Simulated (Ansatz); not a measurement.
Mulliken charges of F₂H₅NSi₂, SMILES `N[SiH](F)[SiH2]F` from r2SCAN/def2-TZVPP in Ansatz (PBE0-D4/def2-TZVP geometry).

```tsv
atom	x (Å)	y (Å)	z (Å)	charge (e)
N1	-1.384	0.413	0.932	-0.446
Si2	-0.638	-0.658	-0.152	0.584
F3	-1.343	-0.753	-1.596	-0.326
Si4	1.549	0.149	-0.449	0.461
F5	1.489	1.748	-0.247	-0.338
H6	-2.231	0.189	1.427	0.164
H7	-1.217	1.405	0.894	0.172
H8	-0.729	-2.027	0.412	-0.105
H9	2.113	-0.116	-1.797	-0.078
H10	2.474	-0.399	0.578	-0.087
```

Q: By hand: the dipole of these point charges (1 e Å = 4.8032 D).

A: Σ q r = (0.015, -0.316, 0.327) e Å, of length 0.455 e Å = 2.19 D.

Q: How does the dipole of the full density compare? (Best estimate.)

A: Computed: (-0.138, -0.034, 0.309) e Å, 1.63 D; the point charges give 1.34 times that, at 45° from its direction.

Point charges leave out the atoms' own dipoles, such as those of lone pairs, and Mulliken's split depends on the basis, so the two needn't agree.
